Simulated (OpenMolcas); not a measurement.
Pt6+ among 2 point charges of -1.5 e arranged as a linear pair (D∞h).

* Program: OpenMolcas
* Method: SS-CASPT2, IPEA 0.25 Eh, imaginary shift 0.1 Eh (closed shells correlated: 5s 5p)
* Basis: ANO-RCC-VDZP [7s6p4d2f]
* Scalar Hamiltonian: DKH2, point nucleus
* Active space: 4 electrons in 5 orbitals (5d)
* State averaging: 2S+1 = 5 even, 5 roots; 2S+1 = 3 even, 45 roots; 2S+1 = 1 even, 50 roots
* Spin-orbit coupling: RASSI with atomic mean-field integrals over the reference wave functions

All point charges move together. At R = 1.91 Å the first state of the same spin is 6060 cm-1, and at R = 2.2 Å it is 3710 cm-1.

A third run gives 4740 cm-1. What distance was it run at?

With a power law R^-n the two known points give n = -ln(3710 / 6060) / ln(2.2 / 1.91) = 3.47. Then R = 1.91 × (6060 / 4740)^(1/3.47) = 2.050 Å. The run was at 2.05 Å, so the estimate is off by 0 Å.

Roots that are degenerate in the reference are averaged as groups; the widest CASPT2 spread within a group is 23 cm-1 (the 2-fold group of multiplicity 1 near 63200 cm-1 above the lowest state of its run, R = 2.05). Shifts and gaps below about the spread of the groups concerned are not significant. Point charges give a weaker field than real ligands, and real ions of this kind are as a rule low spin; the high spin found here belongs to the model. Free-ion shares, where given, are those of the reference states; single-state CASPT2 does not remix them. Spin-orbit coupling mixes the spin-free states strongly: the lowest level takes only 29 % from its leading state, 5Σ (figures for R = 1.91; the like holds for R = 2.05, R = 2.2). Point charges carry no covalency, so the field is a model and not that of real ligands. No measured value stands beside these numbers.
